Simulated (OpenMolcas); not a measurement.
Os4+ in a ligand field

Os4+ with 6 ligands (water) in octahedral coordination (Th) at 1.99 Å. Ligand basis ANO-RCC-VDZP.

```json
{
  "Program": "OpenMolcas 26.06",
  "Method": "CASSCF",
  "Basis": "ANO-RCC-VTZP [8s7p5d3f2g1h]",
  "Scalar Hamiltonian": "DKH2, point nucleus",
  "Active space": "4 electrons in 5 orbitals (5d)",
  "State averaging": "2S+1 = 5 even, 5 roots; 2S+1 = 3 even, 45 roots; 2S+1 = 1 even, 50 roots",
  "Spin-orbit coupling": "state interaction with AMFI integrals over the reference wave functions"
}
```

The lowest spin-free states (labels of O, taken over from Oh, the nearest higher group), above the lowest:

| State | Degeneracy | E (cm-1) |
| --- | --- | --- |
| 3T1 | 3 | 0.0 |
| 1T2 | 3 | 8745 |
| 1E | 2 | 10179 |
| 5E | 2 | 18509 |
| 1A1 | 1 | 20490 |
| 3E | 2 | 33119 |
| 2S+1 = 3 | 3 | 34750 |
| 2S+1 = 3 | 3 | 35525 |
| 2S+1 = 3 | 1 | 36320 |
| 2S+1 = 3 | 1 | 37729 |
| 3E | 2 | 39039 |
| 1A2 | 1 | 41244 |
| 1T2 | 3 | 41532 |
| 1T1 | 3 | 43658 |
| 1E | 2 | 44751 |
| 2S+1 = 3 | 3 | 49465 |
| 2S+1 = 3 | 3 | 49560 |
| 1A1 | 1 | 51423 |
| 5T2 | 3 | 55506 |
| 1T1 | 3 | 56792 |

The lowest levels with spin-orbit coupling:

```
E (cm-1)  Degeneracy      2S+1
     0.0           1  3 (90 %)
    3565           3         3
    6446           3  3 (86 %)
    6579           2  3 (90 %)
   15289           3  1 (82 %)
   16459           2  1 (88 %)
   24690           1         5
   24825           3         5
   24976           2         5
   25070           3         5
   25152           1         5
   27376           1  1 (82 %)
   37530           3         3
   38809           1  3 (87 %)
   39318           3         3
   39416           3         3
   40360           2         3
   41024           3         3
   42174           3         3
   42233           3         3
```

Powder χT (cm3 K/mol): 0.00139 at 2 K, 0.00695 at 10 K, 0.0347 at 50 K, 0.0695 at 100 K, 0.139 at 200 K, 0.208 at 300 K. The effective moment at 300 K is 2.828 √(χT) = 1.29 μB.

Metal share of the active 5d orbitals (Löwdin): 73, 73, 86, 86, 86 %; Mulliken charge of the metal 2.76.

A least-squares ligand-field fit to the states below 45000 cm-1, each weighted by its degeneracy and with a free common offset, gives 10Dq = 36187 cm-1, B = 647 cm-1 and C = 2922 cm-1 (C/B = 4.52), with an rms deviation of 298 cm-1.

The same method and metal basis give the free ion B = 872 cm-1 (fit to its terms below 60000 cm-1, rms deviation 26 cm-1), so the nephelauxetic ratio is β = 647 / 872 = 0.74; it hangs on how both fits weigh the states, and computed free-ion B values tend to be too large, so β mixes covalency with correlation.

Without dynamic correlation the repulsion within the d shell is too large (B by tens of per cent), so at a given field states of lower spin stand too high. The least metal-like active orbital is 73 % on the metal (Löwdin) and no ligand orbital is active, so the numbers are rough. With metal d orbitals alone the field can be off either way by tens of per cent. Ligand-to-metal charge-transfer states are missing. With no ligand orbital active B as a rule stays too high, so bands that hang on it stand too high and its fall with covalency is understated. No measured value stands beside these numbers; the geometry is a model, was not optimised and need not be the one that this ion takes.

A state without a sure symmetry label is named by its multiplicity alone.
